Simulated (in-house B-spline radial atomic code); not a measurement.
The numbers below are computed, except where a source is named.
**Sn in electron gases of falling density**

A nucleus sits in a uniform electron gas with a rigid positive background. The Kohn-Sham equations are solved self-consistently in the spin-unpolarised LDA (PW92), non-relativistic, on B-splines with outgoing waves at the boundary and partial waves to l = 8. The model has no lattice, no bands and no magnetic solution. Atomic units; δ_l are the phase shifts at the Fermi level, counted so that each bound state adds π, and good to about 0.0005.

| r_s (bohr) | k_F | δ0/π | δ1/π | δ2/π | shallowest bound level (hartree) | σ_tr (bohr²) | Q (a.u.) |
| --- | --- | --- | --- | --- | --- | --- | --- |
| 1.5 | 1.2794 | 3.953 | 3.177 | 2.088 | s -0.0457 | 7.54 | 0.682 |
| 1.65 | 1.1631 | 4.018 | 3.227 | 2.101 | s -0.0598 | 8.24 | 0.509 |
| 1.8 | 1.0662 | 4.073 | 3.267 | 2.107 | s -0.0699 | 10.70 | 0.467 |
| 2 | 0.9596 | 4.137 | 3.312 | 2.105 | s -0.0797 | 15.95 | 0.457 |
| 2.07 | 0.9271 | 4.158 | 3.326 | 2.103 | s -0.0825 | 18.21 | 0.454 |
| 2.2 | 0.8723 | 4.193 | 3.349 | 2.097 | s -0.0871 | 22.89 | 0.448 |
| 2.4 | 0.7996 | 4.241 | 3.380 | 2.086 | s -0.0932 | 31.08 | 0.429 |
| 2.67 | 0.7188 | 4.298 | 3.414 | 2.069 | s -0.1 | 43.40 | 0.391 |
| 3 | 0.6397 | 4.355 | 3.447 | 2.048 | s -0.107 | 59.37 | 0.336 |
| 3.3 | 0.5816 | 4.398 | 3.469 | 2.031 | s -0.112 | 74.13 | 0.286 |
| 3.6 | 0.5331 | 4.434 | 3.486 | 2.017 | s -0.116 | 89.06 | 0.243 |
| 4 | 0.4798 | 4.471 | 3.502 | 2.003 | s -0.122 | 109.68 | 0.196 |

Q = n k_F σ_tr, with n = 3/(4π r_s³).

Task: How does the screening charge move between partial waves as the gas thins?

Result: By (2/π)(2l + 1) δ_l, at r_s = 1.5 it is s 7.91, p 19.06, d 20.88, f and beyond 2.15, and at r_s = 4 s 8.94, p 21.01, d 20.03, f and beyond 0.03. The free atom is [Kr] 4d10 5s2 5p2.

Task: What end-to-end powers of r_s do the first and last rows give for σ_tr and Q?

Result: σ_tr goes as r_s^+2.73 and Q as r_s^-1.27. Since n k_F/k_F² goes as r_s⁻², Q = 4π n Σ/k_F would fall as r_s⁻² at fixed phase shifts; the sum Σ (l + 1) sin²(δ_l − δ_(l+1)) is 0.982 in the first row and 2.009 in the last, and ranges from 0.89 to 2.01 between them, so these powers are no law.
